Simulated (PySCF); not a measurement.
# XPS shifts beside NMR shieldings

Compound: C₇H₁₀OSi.
SMILES with atom numbers: `[CH:1]#[C:2][C@@H:3]1[CH2:4][Si@@H:5]1/[CH:6]=[CH:7]\[O:8][CH3:9]`

Binding energies: PySCF 2.14.0, delta-SCF UKS SCAN, pcX-2 on the ionised atom, pcseg-1 elsewhere, spin-free X2C. Shieldings: GIAO HF/pcSseg-1, non-relativistic, same geometry.

| atom | C 1s (eV) |
| --- | --- |
| C1 | 289.21 |
| C2 | 290.04 |
| C3 | 290.23 |
| C4 | 289.64 |
| C6 | 289.48 |
| C7 | 291.77 |
| C9 | 292.73 |

Question: What are the absolute isotropic shieldings of these atoms?

Answer: 
| atom | environment | C 1s (eV) | isotropic shielding (ppm) |
| --- | --- | --- | --- |
| C1 | terminal alkyne carbon | 289.21 | 118.6 |
| C6 | alkene CH carbon | 289.48 | 98.4 |
| C4 | sp3 carbon bound to silicon | 289.64 | 190.4 |
| C2 | alkyne carbon | 290.04 | 100.3 |
| C3 | sp3 carbon bound to silicon | 290.23 | 202.7 |
| C7 | vinylic carbon bearing oxygen | 291.77 | 17.1 |
| C9 | methoxy carbon | 292.73 | 137.3 |

Question: Among the listed atoms, is the one with the highest binding energy also the least shielded?

Answer: No. The highest binding energy is at C9 (292.73 eV, shielding 137.3 ppm), the lowest shielding at C7 (17.1 ppm, 291.77 eV).

Over these 7 sites the two quantities correlate at r = -0.29. By binding energy: C1 < C6 < C4 < C2 < C3 < C7 < C9. By shielding: C7 < C6 < C2 < C1 < C9 < C4 < C3.

Spin contamination (⟨S²⟩ against 0.75 for a pure doublet) is marked for C 1s of C2 (0.86), which makes this value less certain. Geometry: PBE0-D3(BJ)/def2-SVP, one conformer, isolated molecule.

Conformer computed: `[CH:1]#[C:2][C@@H:3]1[CH2:4][Si@@H:5]1/[CH:6]=[CH:7]\[O:8][CH3:9]`: C4–Si5–C6–C7 135°, C6–C7–O8–C9 175°.
